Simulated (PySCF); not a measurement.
## Spinor energies of Tm³⁺ (thulium, charge +3)

Start: [Xe] 4f12; 4f5/2 filled at m_j = -5/2, -3/2, -1/2, +1/2, +3/2, +5/2; 4f7/2 filled at m_j = -3/2, -1/2, +1/2, +3/2, +5/2, +7/2. Calculated with PySCF 2.14 in x2c-QZVPPall-2c (16s16p12d6f4g1h, 213 functions): generalised Hartree-Fock with the X2C-1e Hamiltonian and a Gaussian nucleus; one run each with spin-orbit coupling (SO) switched off, then screened by Boettger's factors.

```
spinor shell  electrons  ε, spin-free (eV)  ε, screened SO (eV)  weight of nominal j (screened SO)  rms radius, screened SO (bohr)
       1s1/2          2           -59727.0             -59712.8                              1.000                          0.0227
       2s1/2          2           -10236.0             -10231.6                              1.000                          0.0917
       2p1/2          2            -9039.6              -9735.1                              1.000                          0.0783
       2p3/2          4            -9039.6              -8749.5                              1.000                          0.0852
       3s1/2          2            -2383.2              -2381.8                              1.000                           0.235
       3p1/2          2            -2014.0              -2163.5                              1.000                           0.227
       3d3/2          4            -1555.2              -1582.7                              1.000                           0.214
       3d5/2          6            -1555.2              -1535.7                              1.000                           0.218
       4s1/2          2            -524.42              -523.99                              1.000                           0.529
       4p1/2          2            -400.44              -435.33                              0.999                           0.541
       4p3/2          4            -400.44              -385.54                              0.999                           0.573
       4d3/2          4            -232.45              -239.59                              0.982                           0.610
       4d5/2          6            -232.45              -227.38                              0.988                           0.621
       5s1/2          2            -95.525              -95.455                              1.000                            1.30
       5p1/2          2            -62.938              -67.846                              0.992                            1.44
       5p3/2          4            -62.938              -60.869                              0.996                            1.55
       4f5/2          6            -48.156              -49.281                              0.903                           0.814
       4f7/2          6            -48.156              -46.873                              0.917                           0.833
```

Problem. Where does 3p3/2 lie, and what is the 3p spin-orbit splitting (screened SO)?

Solution. At -1950.7 eV, 212.74 eV above 3p1/2.

```tsv
quantity	spin-free	screened SO
E (hartree)	-13556.07196	-13568.11170
M_J	6	6
⟨J²⟩	42.010	42.010
⟨L²⟩	30.008	30.194
⟨S²⟩	2.002	2.081
```

Each row is a mean over spinors that exchange with the open shell spreads, by up to 13.737 eV (4d5/2).

Breit and QED terms are absent; they matter most for the inner s and p1/2 levels.

Densities and radii are taken from the X2C orbitals without a picture-change correction, which distorts them close to the nucleus.

Without spin-orbit coupling the j labels of p, d and f shells carry no meaning; the spin-free column gives the mean over the occupied spinors of each nl shell.
